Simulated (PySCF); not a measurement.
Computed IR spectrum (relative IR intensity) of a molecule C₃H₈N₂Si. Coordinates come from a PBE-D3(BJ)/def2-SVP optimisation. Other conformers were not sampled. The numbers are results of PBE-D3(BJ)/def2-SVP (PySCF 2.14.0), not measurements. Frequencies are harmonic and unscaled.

| ν (cm⁻¹) | relative intensity |
|---|---|
| 219 | 2.8 |
| 287 | 16 |
| 369 | 6.7 |
| 458 | 3.5 |
| 491 | 2.7 |
| 595 | 16 |
| 670 | 27 |
| 751 | 29 |
| 776 | 61 |
| 865 | 100 |
| 897 | 13 |
| 910 | 14 |
| 918 | 16 |
| 1051 | 2.2 |
| 1113 | 4.6 |
| 1206 | 4.4 |
| 1221 | 10 |
| 1354 | 6.8 |
| 1585 | 10 |
| 2152 | 34 |
| 2159 | 40 |
| 2193 | 35 |
| 2975 | 15 |
| 2985 | 6.4 |
| 3041 | 7.0 |

### Question
Which molecule gave these data?
(A) C=C=C[SiH](N)N
(B) CN1CN=C[SiH2]1
(C) N[C@@H]1CN=C1[SiH3]
(D) C/N=C/C=N/[SiH3]

### Answer
C, N[C@@H]1CN=C1[SiH3]
